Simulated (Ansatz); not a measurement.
`c1cc2ccc3ccc4cncc(c2c1)c34` was relaxed with r2SCAN-D4 (def2-SVP) in Ansatz in these states: charge +1 doublet, neutral singlet. The geometries follow in no particular order.

A:

Cartesian coordinates in Å:
```
C -3.098 2.021 0.397
C -1.909 2.690 0.720
C -0.786 1.786 0.520
C 0.531 2.163 0.759
C 1.723 1.418 0.616
C 1.835 0.103 0.193
C 3.082 -0.636 0.059
C 2.813 -1.900 -0.383
C 1.364 -2.032 -0.551
C 0.564 -3.086 -0.967
N -0.788 -2.973 -1.048
C -1.353 -1.838 -0.723
C -0.639 -0.655 -0.271
C -1.346 0.529 0.057
C -2.782 0.718 -0.005
C 0.761 -0.797 -0.196
H -4.104 2.440 0.447
H -1.816 3.720 1.068
H 0.663 3.193 1.110
H 2.652 1.939 0.869
H 4.065 -0.219 0.282
H 3.539 -2.690 -0.580
H 0.986 -4.057 -1.251
H -2.446 -1.804 -0.806
H -3.510 -0.031 -0.316
```

B:

```xyz
25

C     1.5160    2.8398   -1.8411
C     1.8822    1.5951   -2.3264
C     1.2331    0.5995   -1.5336
C     1.3838   -0.7588   -1.7530
C     0.8169   -1.8602   -1.0674
C    -0.0442   -1.8203    0.0136
C    -0.5991   -2.9951    0.6842
C    -1.4084   -2.5968    1.7087
C    -1.4138   -1.1370    1.7501
C    -2.0542   -0.2313    2.5754
N    -1.9019    1.1066    2.4150
C    -1.1244    1.5467    1.4482
C    -0.3967    0.7245    0.5147
C     0.4209    1.3276   -0.4991
C     0.6270    2.6816   -0.7298
C    -0.5700   -0.6591    0.7009
H     1.8472    3.8027   -2.2365
H     2.5468    1.3822   -3.1645
H     2.0454   -1.0181   -2.5888
H     1.0934   -2.8539   -1.4374
H    -0.3799   -4.0218    0.3856
H    -1.9638   -3.2427    2.3910
H    -2.7110   -0.5549    3.3924
H    -1.0373    2.6367    1.3647
H     0.1919    3.5071   -0.1669
```

**Question.** Judge from the bond lengths which geometry belongs to which state (an estimate).

**Answer.** A is the charge +1 doublet (C14–C15 1.449 Å, C3–C14 1.452 Å, C1–C15 1.400 Å); B is the neutral singlet (C14–C15 1.389 Å, C3–C14 1.503 Å, C1–C15 1.432 Å).
